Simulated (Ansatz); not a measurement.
Reaction (ligand exchange at the Si–O bond): `CO[SiH](N)Cl` + CH₃SH → `CS[SiH](N)Cl` + CH₃OH

Isolated molecules relaxed with PBE0-D4/def2-TZVP in Ansatz; ΔE leaves out vibrations. CCSD(T)/CBS is the MP2 limit (def2-TZVPP, def2-QZVPP) plus CCSD(T) − MP2 in def2-TZVPP, frozen cores. This one scheme is used for every species. Functionals use def2-TZVPP. Each species was taken in one conformer, which may not be the lowest.

```
       species  B2PLYP energy (Eh)
`CO[SiH](N)Cl`          -921.23257
         CH₃SH          -438.55938
`CS[SiH](N)Cl`         -1244.08928
         CH₃OH          -115.68264
```

(1) Work out ΔE.

Largest T1 diagnostic among the species: 0.010.

Results:

(1) ΔE = (-1244.08928) + (-115.68264) − (-921.23257) − (-438.55938) = 0.02003 Eh = +52.6 kJ/mol. CCSD(T)/CBS gives +45.8 kJ/mol.

Leaving LDA and LC-ωPBE aside and taking each functional with its dispersion term where it has one, the values, not all of them listed here, spread over 24.0 kJ/mol, from revPBE-D4 to CAM-B3LYP-D4. LDA lies +3.8 kJ/mol from PBE without D4. From BLYP to BHLYP (50 % exact exchange), in def2-TZVPP and without D4, ΔE moves by +6.7 kJ/mol.
